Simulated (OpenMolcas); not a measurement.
Rh+: effect of the active space

* Program: OpenMolcas 26.06
* Method: SS-CASPT2 or its RAS form, IPEA 0.25 Eh, imaginary shift 0.1 Eh
* Basis: ANO-RCC-VTZP
* Scalar Hamiltonian: DKH2, point nucleus
* Spin-orbit coupling: RASSI with atomic mean-field integrals over the reference wave functions, term energies averaged over their components

A. 8 electrons in 5 orbitals (4d); 2S+1 = 3 even, 10 roots; 2S+1 = 1 even, 15 roots; closed shells correlated: 4s 4p; CASPT2 step about 3 core-seconds
B. 8 electrons in 6 orbitals (4d 5s); 2S+1 = 5 even, 15 roots (10 in the spin-orbit step); 2S+1 = 3 even, 55 roots; 2S+1 = 1 even, 43 roots; closed shells correlated: 4s 4p; CASPT2 step of the order of 40 core-seconds
C. 8 electrons in 9 orbitals (RAS2 4d 5s; RAS3 5p, at most 2 electrons); 2S+1 = 3 even, 55 roots; 2S+1 = 5 even, 10 roots kept (CI in the orbitals of an earlier block); 2S+1 = 1 even, 50 roots kept (CI in the orbitals of an earlier block); 2S+1 = 3 odd, 21 roots; 2S+1 = 5 odd, 22 roots kept (CI in the orbitals of an earlier block); 2S+1 = 1 odd, 9 roots kept (CI in the orbitals of an earlier block, 0 in the spin-orbit step); closed shells correlated: 4s 4p; CASPT2 step about 7 core-minutes

Energies in cm⁻¹ above 4d⁸ ³F₄, the measured ground level; measured values from NIST Handbook of Basic Atomic Spectroscopic Data.

```tsv
Level	A	B	C	Measured
4d⁸ ³F₄	0.0	0.0	0.0	0.0
4d⁸ ³F₃	2370	2510	2500	2401
4d⁸ ³F₂	3530	3640	3660	3581
4d⁸ ³P₁	11620	10340	10350	10515
4d⁸ ³P₀	11860	10640	10640	10761
4d⁸ ¹G₄	15340	14620	15110	14855
```

Deviations, from unrounded energies. A percentage is the sum of absolute deviations over the sum of measured energies, with the sign that they share, or ± where signs differ.

```json
{"Against measurement": "mean absolute deviation (cm-1)", "Levels": "5", "A": "550", "B": "140", "C": "140"}
{"Against measurement": "fine structure of the ground term (%)", "Levels": "2", "A": "-1.3", "B": "+2.7", "C": "+3.0"}
{"Against measurement": "other terms of the ground configuration (%)", "Levels": "3", "A": "+7.4", "B": "-1.5", "C": "±1.5"}
```

B, C lie about equally close to measurement and A furthest from it. The largest miss of B in the table is 4d⁸ ¹G₄, by -230 cm-1. The ranking rests on the paired levels alone, and a cruder setting can come out closer through cancelling errors.

The two smallest mean deviations differ by little beside CASPT2's spread within terms, so their order carries little weight.

Among A to C the level of the table that moves most is 4d⁸ ³P₁, by 1300 cm-1 (lowest in B, highest in A). Moves below CASPT2's spread within the term are not significant.

CASPT2 breaks the degeneracy within a term, and the mean is taken; among the terms shown or strongly mixed into the levels shown the widest spread is 710 cm-1 (4d⁸ ¹G, A). Configurations with an s electron lie low at this charge and mix in, so terms can be misplaced (holds for A). Some high roots are left out of the spin-orbit mixing, which shifts the levels that they would mix with (holds for B; C). Terms from blocks run as CI alone lack orbitals of their own (holds for C). Computed and measured levels are paired by configuration, term and J; levels that our copy of the source lacks, or whose pairing is in doubt (as where it misses far off the trend of its configuration), stay unpaired and out of the deviations. Levels of configurations outside the active space are missing. Levels that lie high or do not pair safely by name in every column are left out.
